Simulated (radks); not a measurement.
Values are calculated unless marked as measured or tabulated.
Problem. Coherent X-ray form factor from a spherical all-electron density. Code: a radial shooting solver on a logarithmic mesh with Libxc functionals. Model: scalar-relativistic Kohn-Sham, SCAN, spin-polarised, spherical densities, finite nucleus; meta-GGA in the generalised Kohn-Sham scheme; Fermi nuclear charge, rms radius of each element as measured or else 0.836 A^(1/3) + 0.57 fm.

sin(theta)/lambda (1/angstrom),f0 (electrons)
0.05,7.870
0.1,7.501
0.15,6.949
0.2,6.287
0.25,5.588
0.3,4.908
0.4,3.740
0.5,2.893
0.6,2.331
0.8,1.743
1,1.484
1.25,1.289
1.5,1.121
2,0.812

The species is in the configuration that NIST lists as its ground one. Which atom or ion scatters so?

Solution. The fluorine ion F+, [He] 2s2 2p4. Extrapolating in s^2 from the first two rows gives f0(0) = 8.0, near the electron count 8; among species with that count, the fall with angle is slower the higher Z, and the table is that of Z = 9; from so few rows the species is fixed only to a neighbour or two.
